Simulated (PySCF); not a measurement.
Radial density of Zn (zinc, neutral)

LC-wPBE, [Ar] 3d10 4s2, closed-shell 1S. Computed with PySCF 2.14 in aug-cc-pVTZ-PP with one added diffuse shell each of s, p, d, f, g type with ECP10MDF (7s7p6d4f3g, 113 functions), with scalar relativity through the core potential. This is the valence pseudo-density: the core potential removes the inner electrons and smooths the orbitals near the nucleus.

```json
{"r (bohr)": "0.00574", "4πr²ρ (e/bohr)": "1.349e-05"}
{"r (bohr)": "0.00965", "4πr²ρ (e/bohr)": "3.645e-05"}
{"r (bohr)": "0.0162", "4πr²ρ (e/bohr)": "9.827e-05"}
{"r (bohr)": "0.0273", "4πr²ρ (e/bohr)": "0.0003775"}
{"r (bohr)": "0.0459", "4πr²ρ (e/bohr)": "0.003551"}
{"r (bohr)": "0.0772", "4πr²ρ (e/bohr)": "0.04620"}
{"r (bohr)": "0.130", "4πr²ρ (e/bohr)": "0.4717"}
{"r (bohr)": "0.219", "4πr²ρ (e/bohr)": "3.264"}
{"r (bohr)": "0.368", "4πr²ρ (e/bohr)": "14.48"}
{"r (bohr)": "0.618", "4πr²ρ (e/bohr)": "24.28"}
{"r (bohr)": "1.04", "4πr²ρ (e/bohr)": "10.08"}
{"r (bohr)": "1.75", "4πr²ρ (e/bohr)": "2.371"}
{"r (bohr)": "2.94", "4πr²ρ (e/bohr)": "0.7589"}
{"r (bohr)": "4.95", "4πr²ρ (e/bohr)": "0.09598"}
{"r (bohr)": "8.32", "4πr²ρ (e/bohr)": "0.001306"}
```

Energies and moments cover only the electrons outside the core potential.
